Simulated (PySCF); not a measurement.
Input file for PySCF: R-MP2/6-31G* on CH2F2 (SMILES FCF) with ghost functions, monomers drawn apart or pushed together.

```python
from pyscf import gto, scf, dft, mp
from pyscf.data.elements import chemcore

mol = gto.M(
    atom='''
    F     0.10041766   -1.23475670    5.68615822
    C     0.36126387    0.08371207    5.94840733
    F     1.50204647    0.14955198    6.69570179
    H    -0.46367979    0.48246854    6.54114399
    H     0.51946780    0.59789969    5.00169781
    ghost-C    0.38733270   -0.58090090    0.42494774
    ghost-O    0.26263912    0.75478116    0.90939438
    ghost-H   -0.26976574   -0.76405044   -0.43107691
    ghost-H    0.09220578   -1.23806904    1.24027692
    ghost-H    1.41819412   -0.81699190    0.14291592
    ghost-H    0.53956317    1.36427123    0.21838249
    ''',
    basis='6-31g*',
    cart=True,
    charge=0, spin=0, verbose=3, max_memory=1800)
mf = scf.RHF(mol)
mf.conv_tol = 1e-8
mf.max_cycle = 100
mf.kernel()
if not mf.converged:
    mf = mf.newton().run(mf.mo_coeff, mf.mo_occ)
pt = mp.MP2(mf, frozen=chemcore(mol)).run()
```

**Question.** What total energy does the run end on?

**Answer.** -238.3639 hartree.
